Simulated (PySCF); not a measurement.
Br₄Hf, singlet, at a GFN2-xTB geometry (such geometries of metal compounds can be far from the true shape) (core potentials on Hf); DF-B3LYP/def2-SVP run with PySCF.

The PySCF input:
```python
from pyscf import gto, scf, dft

mol = gto.Mole()
mol.atom = '''
    Hf   -0.00000000   -0.00000000    0.00000000
    Br    1.95644910   -0.56764226   -1.43548939
    Br    0.75742969    0.30243203    2.35486215
    Br   -1.04328436    2.11147723   -0.81471605
    Br   -1.67059443   -1.84626701   -0.10465671
'''
mol.basis = 'def2-svp'
mol.ecp = {'Hf': 'def2-svp'}
mol.verbose = 4
mol.build()

mf = dft.RKS(mol)
mf.xc = 'b3lyp'
mf.diis = False
mf.max_cycle = 100
mf = mf.density_fit(auxbasis='def2-universal-jkfit')
mf.kernel()
```

The log (banner, timings and long lists left out):

```
PySCF version 2.14.0

[INPUT] verbose = 4
[INPUT] num. atoms = 5
[INPUT] num. electrons = 152
[INPUT] charge = 0
[INPUT] spin (= nelec alpha-beta = 2S) = 0
[INPUT] symmetry False subgroup None
[INPUT] Mole.unit = angstrom
[INPUT] Symbol           X                Y                Z      unit          X                Y                Z       unit  Magmom
[...]
nuclear repulsion = 1312.47420039228
number of shells = 60
number of NR pGTOs = 353
number of NR cGTOs = 160
basis = def2-svp
ecp = {'Hf': 'def2-svp'}

******** <class 'pyscf.df.df_jk.DFRKS'> ********
method = DFRKS
initial guess = minao
damping factor = 0
level_shift factor = 0
DIIS disabled
SCF conv_tol = 1e-09
SCF conv_tol_grad = None
SCF max_cycles = 100
direct_scf = False
XC library pyscf.dft.libxc version 7.1.2
    S. Lehtola, C. Steigemann, M. J. T. Oliveira, and M. A. L. Marques,  SoftwareX 7, 1–5 (2018)
XC functionals = b3lyp
    P. J. Stephens, F. J. Devlin, C. F. Chabalowski, and M. J. Frisch,  J. Phys. Chem. 98, 11623 (1994)
radial grids:
    Treutler-Ahlrichs [JCP 102, 346 (1995); DOI:10.1063/1.469408] (M4) radial grids

becke partition: Becke, JCP 88, 2547 (1988); DOI:10.1063/1.454033
pruning grids: <function nwchem_prune>
grids dens level: 3
symmetrized grids: False
atomic radii adjust function: <function treutler_atomic_radii_adjust>
small_rho_cutoff = 0
Set gradient conv threshold to 3.16228e-05
Initial guess from minao.
tot grids = 105488
******** <class 'pyscf.df.df.DF'> ********
auxbasis = def2-universal-jkfit
init E= -10327.2068215518
[...]
cycle= 1 E= -10343.4379260131  delta_E= -16.2  |g|=  1.2  |ddm|= 7.67
[...]
cycle= 2 E= -10342.8815489944  delta_E= 0.556  |g|= 1.62  |ddm|= 3.36
[...]
cycle= 3 E= -10331.5465614719  delta_E= 11.3  |g|= 6.07  |ddm|=  8.2
[...]
cycle= 4 E= -10297.5127778017  delta_E=   34  |g|= 6.55  |ddm|= 19.5
[...]
cycle= 5 E= -10251.4073151108  delta_E= 46.1  |g|= 11.8  |ddm|= 40.6
[...]
cycle= 6 E= -10279.4088447672  delta_E=  -28  |g|= 9.26  |ddm|= 44.8
[...]
cycle= 7 E= -10231.8635043035  delta_E= 47.5  |g|= 18.6  |ddm|= 48.5
[...]
cycle= 8 E= -10273.6919706449  delta_E= -41.8  |g|= 11.9  |ddm|= 49.8
[...]
cycle= 9 E= -10183.1357058094  delta_E= 90.6  |g|= 25.3  |ddm|= 66.1
[...]
cycle= 10 E= -10261.5491009939  delta_E= -78.4  |g|= 15.5  |ddm|= 67.3

WARN: HOMO -1.01798474809061 == LUMO -1.01794021555481

cycle= 11 E= -10104.3395303721  delta_E=  157  |g|= 37.3  |ddm|=  110
[...]
cycle= 12 E= -10231.4112862564  delta_E= -127  |g|= 20.1  |ddm|=  109
[...]
cycle= 13 E= -9965.06469057604  delta_E=  266  |g|= 33.9  |ddm|=  111
[...]
cycle= 14 E= -10116.8646243013  delta_E= -152  |g|= 16.1  |ddm|=  113
[...]
cycle= 15 E= -9435.65445584816  delta_E=  681  |g|= 19.9  |ddm|=   68
[...]
cycle= 16 E= -9164.60626562103  delta_E=  271  |g|= 11.1  |ddm|=  106
[...]
cycle= 17 E= -9200.15795491179  delta_E= -35.6  |g|= 16.8  |ddm|=   99
[...]
cycle= 18 E= -9185.14716761017  delta_E=   15  |g|= 15.9  |ddm|= 72.7
[...]
cycle= 19 E= -9193.55818832484  delta_E= -8.41  |g|=   16  |ddm|= 73.7
[...]
cycle= 20 E= -9189.79168684315  delta_E= 3.77  |g|= 15.9  |ddm|= 72.3
[...]
cycle= 21 E= -9191.91199931509  delta_E= -2.12  |g|= 15.9  |ddm|=   72
[...]
cycle= 22 E= -9190.86697027638  delta_E= 1.05  |g|= 15.9  |ddm|= 72.3
[...]
cycle= 23 E= -9191.41491517743  delta_E= -0.548  |g|= 15.9  |ddm|= 72.2
[...]
cycle= 24 E= -9191.13802464476  delta_E= 0.277  |g|= 15.9  |ddm|= 72.3
[...]
cycle= 25 E= -9191.27880463423  delta_E= -0.141  |g|= 15.9  |ddm|= 72.2
[...]
cycle= 26 E= -9191.20926058425  delta_E= 0.0695  |g|= 15.9  |ddm|= 72.2
[...]
cycle= 27 E= -9191.24231690182  delta_E= -0.0331  |g|= 15.9  |ddm|= 72.2
[...]
cycle= 28 E= -9191.22816419207  delta_E= 0.0142  |g|= 15.9  |ddm|= 72.2
[...]
cycle= 29 E= -9191.2325847778  delta_E= -0.00442  |g|= 15.9  |ddm|= 72.2
[...]
cycle= 30 E= -9191.23319340752  delta_E= -0.000609  |g|= 15.9  |ddm|= 72.2
[...]
cycle= 31 E= -9191.22999196535  delta_E= 0.0032  |g|= 15.9  |ddm|= 72.2
[...]
cycle= 32 E= -9191.23453232176  delta_E= -0.00454  |g|= 15.9  |ddm|= 72.2
[...]
cycle= 33 E= -9191.22930143504  delta_E= 0.00523  |g|= 15.9  |ddm|= 72.2
[...]
cycle= 34 E= -9191.23488883916  delta_E= -0.00559  |g|= 15.9  |ddm|= 72.2
[...]
cycle= 35 E= -9191.22911754727  delta_E= 0.00577  |g|= 15.9  |ddm|= 72.2
[...]
cycle= 36 E= -9191.23498377462  delta_E= -0.00587  |g|= 15.9  |ddm|= 72.2
[...]
cycle= 37 E= -9191.22906857932  delta_E= 0.00592  |g|= 15.9  |ddm|= 72.2
[...]
cycle= 38 E= -9191.2350090549  delta_E= -0.00594  |g|= 15.9  |ddm|= 72.2
[...]
cycle= 39 E= -9191.22905553961  delta_E= 0.00595  |g|= 15.9  |ddm|= 72.2
[...]
cycle= 40 E= -9191.23501578677  delta_E= -0.00596  |g|= 15.9  |ddm|= 72.2
[...]
cycle= 41 E= -9191.22905206728  delta_E= 0.00596  |g|= 15.9  |ddm|= 72.2
[...]
cycle= 42 E= -9191.23501757939  delta_E= -0.00597  |g|= 15.9  |ddm|= 72.2
[...]
cycle= 43 E= -9191.22905114262  delta_E= 0.00597  |g|= 15.9  |ddm|= 72.2
[...]
cycle= 44 E= -9191.23501805675  delta_E= -0.00597  |g|= 15.9  |ddm|= 72.2
[...]
cycle= 45 E= -9191.2290508964  delta_E= 0.00597  |g|= 15.9  |ddm|= 72.2
[...]
cycle= 46 E= -9191.23501818384  delta_E= -0.00597  |g|= 15.9  |ddm|= 72.2
[...]
cycle= 47 E= -9191.22905083083  delta_E= 0.00597  |g|= 15.9  |ddm|= 72.2
[...]
cycle= 48 E= -9191.23501821771  delta_E= -0.00597  |g|= 15.9  |ddm|= 72.2
[...]
cycle= 49 E= -9191.22905081336  delta_E= 0.00597  |g|= 15.9  |ddm|= 72.2
[...]
cycle= 50 E= -9191.23501822673  delta_E= -0.00597  |g|= 15.9  |ddm|= 72.2
[...]
cycle= 51 E= -9191.22905080873  delta_E= 0.00597  |g|= 15.9  |ddm|= 72.2
[...]
cycle= 52 E= -9191.23501822912  delta_E= -0.00597  |g|= 15.9  |ddm|= 72.2
[...]
cycle= 53 E= -9191.22905080748  delta_E= 0.00597  |g|= 15.9  |ddm|= 72.2
[...]
cycle= 54 E= -9191.23501822976  delta_E= -0.00597  |g|= 15.9  |ddm|= 72.2
[...]
cycle= 55 E= -9191.22905080715  delta_E= 0.00597  |g|= 15.9  |ddm|= 72.2
[...]
cycle= 56 E= -9191.23501822993  delta_E= -0.00597  |g|= 15.9  |ddm|= 72.2
[...]
cycle= 57 E= -9191.22905080707  delta_E= 0.00597  |g|= 15.9  |ddm|= 72.2
[...]
cycle= 58 E= -9191.23501822997  delta_E= -0.00597  |g|= 15.9  |ddm|= 72.2
[...]
cycle= 59 E= -9191.22905080703  delta_E= 0.00597  |g|= 15.9  |ddm|= 72.2
[...]
cycle= 60 E= -9191.23501822998  delta_E= -0.00597  |g|= 15.9  |ddm|= 72.2
[...]
cycle= 61 E= -9191.22905080703  delta_E= 0.00597  |g|= 15.9  |ddm|= 72.2
[...]
cycle= 62 E= -9191.23501822999  delta_E= -0.00597  |g|= 15.9  |ddm|= 72.2
[...]
cycle= 63 E= -9191.22905080703  delta_E= 0.00597  |g|= 15.9  |ddm|= 72.2
[...]
cycle= 64 E= -9191.23501822999  delta_E= -0.00597  |g|= 15.9  |ddm|= 72.2
[...]
cycle= 65 E= -9191.22905080703  delta_E= 0.00597  |g|= 15.9  |ddm|= 72.2
[...]
cycle= 66 E= -9191.23501822999  delta_E= -0.00597  |g|= 15.9  |ddm|= 72.2
[...]
cycle= 67 E= -9191.22905080703  delta_E= 0.00597  |g|= 15.9  |ddm|= 72.2
[...]
cycle= 68 E= -9191.23501822999  delta_E= -0.00597  |g|= 15.9  |ddm|= 72.2
[...]
cycle= 69 E= -9191.22905080703  delta_E= 0.00597  |g|= 15.9  |ddm|= 72.2
[...]
cycle= 70 E= -9191.23501822999  delta_E= -0.00597  |g|= 15.9  |ddm|= 72.2
[...]
cycle= 71 E= -9191.22905080703  delta_E= 0.00597  |g|= 15.9  |ddm|= 72.2
[...]
cycle= 72 E= -9191.23501822999  delta_E= -0.00597  |g|= 15.9  |ddm|= 72.2
[...]
cycle= 73 E= -9191.22905080703  delta_E= 0.00597  |g|= 15.9  |ddm|= 72.2
[...]
cycle= 74 E= -9191.23501822999  delta_E= -0.00597  |g|= 15.9  |ddm|= 72.2
[...]
cycle= 75 E= -9191.22905080703  delta_E= 0.00597  |g|= 15.9  |ddm|= 72.2
[...]
cycle= 76 E= -9191.23501822999  delta_E= -0.00597  |g|= 15.9  |ddm|= 72.2
[...]
cycle= 77 E= -9191.22905080703  delta_E= 0.00597  |g|= 15.9  |ddm|= 72.2
[...]
cycle= 78 E= -9191.23501822999  delta_E= -0.00597  |g|= 15.9  |ddm|= 72.2
[...]
cycle= 79 E= -9191.22905080703  delta_E= 0.00597  |g|= 15.9  |ddm|= 72.2
[...]
cycle= 80 E= -9191.23501822999  delta_E= -0.00597  |g|= 15.9  |ddm|= 72.2
[...]
cycle= 81 E= -9191.22905080703  delta_E= 0.00597  |g|= 15.9  |ddm|= 72.2
[...]
cycle= 82 E= -9191.23501822999  delta_E= -0.00597  |g|= 15.9  |ddm|= 72.2
[...]
cycle= 83 E= -9191.22905080703  delta_E= 0.00597  |g|= 15.9  |ddm|= 72.2
[...]
cycle= 84 E= -9191.23501823  delta_E= -0.00597  |g|= 15.9  |ddm|= 72.2
[...]
cycle= 85 E= -9191.22905080703  delta_E= 0.00597  |g|= 15.9  |ddm|= 72.2
[...]
cycle= 86 E= -9191.23501822998  delta_E= -0.00597  |g|= 15.9  |ddm|= 72.2
[...]
cycle= 87 E= -9191.22905080703  delta_E= 0.00597  |g|= 15.9  |ddm|= 72.2
[...]
cycle= 88 E= -9191.23501822999  delta_E= -0.00597  |g|= 15.9  |ddm|= 72.2
[...]
cycle= 89 E= -9191.22905080703  delta_E= 0.00597  |g|= 15.9  |ddm|= 72.2
[...]
cycle= 90 E= -9191.23501822999  delta_E= -0.00597  |g|= 15.9  |ddm|= 72.2
[...]
cycle= 91 E= -9191.22905080703  delta_E= 0.00597  |g|= 15.9  |ddm|= 72.2
[...]
cycle= 92 E= -9191.23501822999  delta_E= -0.00597  |g|= 15.9  |ddm|= 72.2
[...]
cycle= 93 E= -9191.22905080703  delta_E= 0.00597  |g|= 15.9  |ddm|= 72.2
[...]
cycle= 94 E= -9191.23501822999  delta_E= -0.00597  |g|= 15.9  |ddm|= 72.2
[...]
cycle= 95 E= -9191.22905080704  delta_E= 0.00597  |g|= 15.9  |ddm|= 72.2
[...]
cycle= 96 E= -9191.23501822998  delta_E= -0.00597  |g|= 15.9  |ddm|= 72.2
[...]
cycle= 97 E= -9191.22905080703  delta_E= 0.00597  |g|= 15.9  |ddm|= 72.2
[...]
cycle= 98 E= -9191.23501822999  delta_E= -0.00597  |g|= 15.9  |ddm|= 72.2
[...]
cycle= 99 E= -9191.22905080703  delta_E= 0.00597  |g|= 15.9  |ddm|= 72.2
[...]
cycle= 100 E= -9191.23501822999  delta_E= -0.00597  |g|= 15.9  |ddm|= 72.2
SCF not converged.
SCF energy = -9191.23501822999
```

Convergence was not reached.
